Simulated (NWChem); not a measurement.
# SiNH$_{3}$Cl$_{2}$; SMILES N[SiH](Cl)Cl

```xyz
7

Si     0.3937     0.0057     0.4192
N      1.9155     0.2143    -0.3283
Cl    -0.7795     1.6216    -0.1096
Cl    -0.6410    -1.7173    -0.1310
H      0.5597    -0.0603     1.8805
H      1.9776     0.4879    -1.3023
H      2.6908    -0.3808    -0.0577
```
Atoms are numbered in this order, from 1.

Program: NWChem. Coordinates come from a B3LYP/6-31G* (spherical d) optimisation. Ions are spin-unrestricted doublets at the neutral geometry; other ion states weren't tried.

For level PBE/def2-SVP:

- vertical ionisation energy, ΔSCF (eV): 9.83
- −ε(HOMO) (eV): 6.49

Task: Estimate the same quantities for level PBE0/def2-SVP.

Result: The vertical ionisation energy, ΔSCF (eV) is 10.32 and the −ε(HOMO) (eV) is 8.05.
